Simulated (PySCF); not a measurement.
Task: What does the PBE0-D3(BJ)/def2-SVP structure of InChI=1S/C2H6I2Te/c1-5(2,3)4/h1-2H3 look like in three dimensions?

Result: 
```xyz
11
C2H6I2Te angstrom
Te    -0.702   -0.931    0.043
I     -0.604   -0.749    2.944
I     -0.645   -0.976   -2.867
C      1.434   -0.784   -0.046
H      1.790   -1.684   -0.563
H      1.809   -0.721    0.983
H      1.674    0.109   -0.636
C     -1.115    1.173    0.035
H     -2.064    1.311    0.567
H     -1.178    1.497   -1.010
H     -0.301    1.667    0.580
```

Any rigid rotation of these coordinates is as good. Atoms count from 1 in this order. Te1 (tellurium bonded to 2 C and 2 I) is seesaw-shaped (angles from 86.6° to 175.9°).

Bonds between heavy atoms (Å): Te1–I2 2.908, Te1–I3 2.911, Te1–C4 2.144, Te1–C8 2.144.

Theory: PBE0-D3(BJ)/def2-SVP geometry optimisation, gas phase, def2 core potentials past Kr (PySCF).

Point group: C2 (tolerance 0.08 Å). Whether it is a minimum is left open (no frequencies).
